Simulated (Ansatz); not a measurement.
Ansatz (an electronic-structure program) input (PBE-QIDH/def2-TZVPD):

Ansatz 0.2 input:
```yaml
crystal:
  periodic: [false, false, false]
  atoms:
    - {symbol: C, position_ang: [-2.32009097, -0.27220090, 0.14133871]}
    - {symbol: B, position_ang: [-0.83312028, -0.09774448, 0.05075325]}
    - {symbol: I, position_ang: [0.46795352, -1.65865525, 0.72542083]}
    - {symbol: I, position_ang: [-0.01750114, 1.71150384, -0.75286215]}
    - {symbol: H, position_ang: [-3.01380232, 0.49277051, -0.18878095]}
    - {symbol: H, position_ang: [-2.77402661, -1.17181813, 0.54137243]}
basis:
  gaussian:
    orbitals: def2-TZVPD
hamiltonian:
  xc: {name: PBE-QIDH}
magnetization: {spin_polarized: true, initial_magnetization: 1}
correlation: {electrons: outside_noble_gas}
```

End of the output:

```
integrals: 0.33 GiB planned
1678 factors; integrals over basis functions are off by at most 1.2e-3 eV
0.32 GiB of the device are held for the grids
1.50 GiB of device memory are held for the factors and their scratch space
mean field: 2.13 GiB planned
mean field evaluation 1: about -17917.2719 eV, gradient 3.3e1 eV
mean field evaluation 2: about -17917.3003 eV, gradient 3.3e1 eV
mean field evaluation 4: about -17925.5050 eV, gradient 9.8e0 eV
mean field evaluation 8: about -17926.2921 eV, gradient 7.6e-1 eV
mean field evaluation 16: about -17926.2996 eV, gradient 1.2e-3 eV
mean field evaluation 32: about -17923.6258 eV, gradient 7.0e-3 eV
mean field -17926.29956133 eV, -658.7793579968 hartree, gradient 7.4e-6 eV, S^2 0.757298; 3 other end points of the search recorded, 0 dependent functions left out
20 core orbitals not correlated
reference -17926.29957517 eV, -658.7793585053 hartree; 12, 11 occupied and 178, 179 virtual orbitals, 1678 factors
second order -15.87757128 eV of doubles, -0.00000000 eV of singles
Total energy: -17931.59209893 eV, -658.9738551662 hartree
```

It need not be the lowest isomer of its formula.
